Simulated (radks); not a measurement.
Results of a calculation; reference values are marked as such.
Trend from Lu+ to Hg+: ionisation energy by Delta-SCF between NIST ground configurations, and size. Level of theory: scalar-relativistic Kohn-Sham, r2SCAN, spin-polarised, spherical densities, finite nucleus; open shells are filled with parallel spins first (spin-orbit coupling, left out, can overturn this in heavy ions); meta-GGA in the generalised Kohn-Sham scheme; Fermi nuclear charge, rms radius of each element as measured or else 0.836 A^(1/3) + 0.57 fm (a radial shooting solver on a logarithmic mesh with Libxc functionals).

species       configuration  IE (eV)  NIST (eV)       kind  -e(HOMO) (eV)  r at 0.001 e/bohr^3 (bohr)
Lu+           [Xe] 4f14 6s2   13.694      14.13  semi-emp.    11.127 (6s)                        4.66
Hf+       [Xe] 4f14 5d1 6s2   14.610      14.61     theory    10.995 (5d)                        4.60
Ta+       [Xe] 4f14 5d3 6s1   15.675       16.2  semi-emp.    11.510 (5d)                        4.33
W+        [Xe] 4f14 5d4 6s1   16.541       16.4  semi-emp.    13.044 (5d)                        4.24
Re+       [Xe] 4f14 5d5 6s1   17.311       16.6  semi-emp.    13.956 (6s)                        4.16
Os+       [Xe] 4f14 5d6 6s1   17.779         17  semi-emp.    11.746 (5d)                        4.11
Ir+       [Xe] 4f14 5d7 6s1   18.163       17.0  semi-emp.    13.690 (5d)                        4.05
Pt+           [Xe] 4f14 5d9   19.404       18.6       exp.    13.967 (5d)                        3.82
Au+          [Xe] 4f14 5d10   21.161      20.20       exp.    15.465 (5d)                        3.75
Hg+      [Xe] 4f14 5d10 6s1   19.091     18.757       exp.    15.405 (6s)                        3.87

Reference values: NIST Atomic Spectra Database (exp. = measured, semi-emp. = semi-empirical, theory = theoretical value adopted there). Open shells are spherical and high-spin; term and fine-structure splittings are not resolved. Spin-orbit splitting is averaged out at the scalar-relativistic level.
